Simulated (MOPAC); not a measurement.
MOPAC input (AM1):

```
AM1 1SCF UHF MS=0.5 GEO-OK AUX(PRECISION=9) THREADS=1
HINTe

Te   -0.03613600 1   -0.98424000 1    0.78497500 1
I     0.19657400 1    1.30204300 1   -0.71544700 1
N    -1.03270100 1   -2.27319300 1   -0.24788800 1
H    -1.31045900 1   -1.91541300 1   -1.16478100 1
```

Output:

```
 *******************************************************************************
 **                                                                           **
 **                              MOPAC v23.2.5                                **
 **                                                                           **
 *******************************************************************************
 ** MOPAC's Digital Object Identifier: https://doi.org/10.5281/zenodo.6511958 **
 **                                                                           **
 ** Please cite the open-source release paper for use of this MOPAC version:  **
 ** J. E. Moussa and J. J. P. Stewart (2026)                                  **
 ** MOPAC: An open-source semiempirical molecular orbital program             **
 ** J. Open Source Softw., 11(119), 8025, https://doi.org/10.21105/joss.08025 **
 *******************************************************************************

                              AM1 CALCULATION RESULTS

 *******************************************************************************
 *  AM1        - The AM1 Hamiltonian to be used
 *  GEO-OK     - OVERRIDE INTERATOMIC DISTANCE AND OTHER SAFETY CHECKS
 *  UHF        - UNRESTRICTED HARTREE-FOCK CALCULATION
 *  MS=        - IN MECI, MAGNETIC COMPONENT OF SPIN =  0.5
 *  1SCF       - DO 1 SCF AND THEN STOP
 *  AUX        - OUTPUT AUXILIARY INFORMATION
 *******************************************************************************
AM1 1SCF UHF MS=0.5 GEO-OK AUX(PRECISION=9) THREADS=1
 HINTe

   ATOM   CHEMICAL          X               Y               Z
  NUMBER   SYMBOL      (ANGSTROMS)     (ANGSTROMS)     (ANGSTROMS)

     1      Te         -0.03613600  *  -0.98424000  *   0.78497500  *
     2       I          0.19657400  *   1.30204300  *  -0.71544700  *
     3       N         -1.03270100  *  -2.27319300  *  -0.24788800  *
     4       H         -1.31045900  *  -1.91541300  *  -1.16478100  *

          CARTESIAN COORDINATES

    NO.       ATOM           X           Y           Z

     1        Te         -0.0361     -0.9842      0.7850
     2         I          0.1966      1.3020     -0.7154
     3         N         -1.0327     -2.2732     -0.2479
     4         H         -1.3105     -1.9154     -1.1648

  H: (AM1): M.J.S. DEWAR ET AL, J. AM. CHEM. SOC. 107 3902-3909 (1985)
  N: (AM1): M.J.S. DEWAR ET AL, J. AM. CHEM. SOC. 107 3902-3909 (1985)
 Te: (AM1): J. J. P. STEWART, J. MOL. MOD., 10, 155-164 (2004)
  I: (AM1): M.J.S. DEWAR AND E. G. ZOEBISCH, THEOCHEM, 180, 1 (1988).

           Empirical Formula: H N Te I  =     4 atoms

      MOLECULAR POINT GROUP   :   Cs

          UHF CALCULATION, NO. OF ALPHA ELECTRONS =   10
                           NO. OF BETA  ELECTRONS =    9

 -------------------------------------------------------------------------------
 AM1 1SCF UHF MS=0.5 GEO-OK AUX(PRECISION=9) THREADS=1
 HINTe

     1SCF WAS SPECIFIED, SO BFGS WAS NOT USED
     SCF FIELD WAS ACHIEVED

                              AM1 CALCULATION
                                                       MOPAC v23.2.5 Linux

          FINAL HEAT OF FORMATION =         54.51759 KCAL/MOL =     228.10158 KJ/MOL

          COSMO AREA              =        122.59 SQUARE ANGSTROMS
          COSMO VOLUME            =        113.60 CUBIC ANGSTROMS

          IONIZATION POTENTIAL    =          7.844857 EV
          ALPHA SOMO LUMO (EV)    =         -7.845 -1.745
          BETA  SOMO LUMO (EV)    =         -8.344 -2.290
          NO. OF ALPHA ELECTRONS  =         10
          NO. OF BETA  ELECTRONS  =          9
          MOLECULAR WEIGHT        =        269.5191         POINT GROUP:  Cs

          MOLECULAR DIMENSIONS (Angstroms)

            Atom       Atom       Distance
            N     3    I     2     3.80947
            H     4   Te     1     2.28008
            N     3   Te     1     0.00000

          SCF CALCULATIONS        =          1

   ATOM   CHEMICAL          X               Y               Z
  NUMBER   SYMBOL      (ANGSTROMS)     (ANGSTROMS)     (ANGSTROMS)

     1      Te         -0.03613600  *  -0.98424000  *   0.78497500  *
     2       I          0.19657400  *   1.30204300  *  -0.71544700  *
     3       N         -1.03270100  *  -2.27319300  *  -0.24788800  *
     4       H         -1.31045900  *  -1.91541300  *  -1.16478100  *

                             CARTESIAN COORDINATES

   1   Te       -0.036136000    -0.984240000     0.784975000
   2    I        0.196574000     1.302043000    -0.715447000
   3    N       -1.032701000    -2.273193000    -0.247888000
   4    H       -1.310459000    -1.915413000    -1.164781000

           Empirical Formula: H N Te I  =     4 atoms

      MOLECULAR POINT GROUP   :   Cs

          ALPHA EIGENVALUES
 -33.18097 -29.34128 -22.32894 -15.39614 -12.78077 -11.54188 -10.72689 -10.48838
 -10.18468  -7.84486  -1.74547  -0.53635   4.45415

           BETA EIGENVALUES
 -31.67884 -29.47111 -20.70597 -14.84734 -11.17612 -10.98998 -10.84870 -10.15136
  -8.34410  -2.28999  -0.08637   0.39206   4.91651

              NET ATOMIC CHARGES AND DIPOLE CONTRIBUTIONS

  ATOM NO.   TYPE          CHARGE      No. of ELECS.   s-Pop       p-Pop
    1         Te           0.407594        5.5924     1.94393     3.64848
    2          I          -0.146788        7.1468     1.98806     5.15873
    3          N          -0.400116        5.4001     1.79912     3.60100
    4          H           0.139309        0.8607     0.86069
 DIPOLE           X         Y         Z       TOTAL
 POINT-CHG.     0.898     0.242     1.738     1.972
 HYBRID        -0.726    -0.031    -1.548     1.710
 SUM            0.173     0.211     0.190     0.332

          ATOMIC ORBITAL ELECTRON POPULATIONS

     Atom    s        px        py        pz
    1 Te   1.94393   1.55893   0.93651   1.15304
    2  I   1.98806   1.98863   1.41438   1.75572
    3  N   1.79912   1.17825   1.27352   1.14923
    4  H   0.86069

                    (SZ)    =    0.500000
                    (S**2)  =    0.922890

          ATOMIC ORBITAL SPIN POPULATIONS

    Atom   Total    s     px     py     pz
         Atomic
    1 Te  0.5181 -0.002  0.139  0.207  0.175
    2  I -0.3829  0.003 -0.001 -0.261 -0.124
    3  N  0.8807  0.033  0.584  0.113  0.150
    4  H -0.0159 -0.016

 **********************
 *                    *
 * JOB ENDED NORMALLY *
 *                    *
 **********************

 == MOPAC DONE ==
```

The geometry given is a B3LYP-D3(BJ)/def2-TZVP minimum.

The determinant is spin-contaminated: <S^2> is 0.92 against 0.75 for a pure state.
